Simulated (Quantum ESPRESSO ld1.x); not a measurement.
Q: The mean radii <r> (bohr) of the occupied orbitals of an atom or ion are listed with their occupations. Calculated with ld1.x of Quantum ESPRESSO 7.5: scalar-relativistic Kohn-Sham, LDA (Slater exchange, Perdew-Zunger correlation), spin-polarised, spherical densities, point nucleus.

| orbital | occ. | <r> |
|---|---|---|
| 1s down | 1 | 0.01867 |
| 1s up | 1 | 0.01867 |
| 2s up | 1 | 0.07899 |
| 2s down | 1 | 0.07899 |
| 2p up | 3 | 0.07058 |
| 2p down | 3 | 0.07058 |
| 3s up | 1 | 0.2049 |
| 3s down | 1 | 0.2048 |
| 3p up | 3 | 0.2049 |
| 3p down | 3 | 0.2047 |
| 3d up | 5 | 0.1856 |
| 3d down | 5 | 0.1854 |
| 4s up | 1 | 0.4516 |
| 4s down | 1 | 0.4519 |
| 4p up | 3 | 0.4761 |
| 4p down | 3 | 0.4767 |
| 4d up | 5 | 0.4988 |
| 4d down | 5 | 0.4998 |
| 4f up | 7 | 0.5180 |
| 4f down | 2 | 0.5205 |

Name the element and its charge. Open shells, if any, are filled with parallel spins first.

A: Z = 73, tantalum, charge +18: Ta18+ in [Kr] 4d10 4f9. The 1s radius gives Z: for a bare nucleus <r> = (2 gamma + 1)/(2Z) with gamma = sqrt(1 - (Z/c)^2), 0.01844 bohr for Z = 73, and screening makes it slightly larger (0.01867 here). The occupations add up to 55, and the charge is Z minus that.
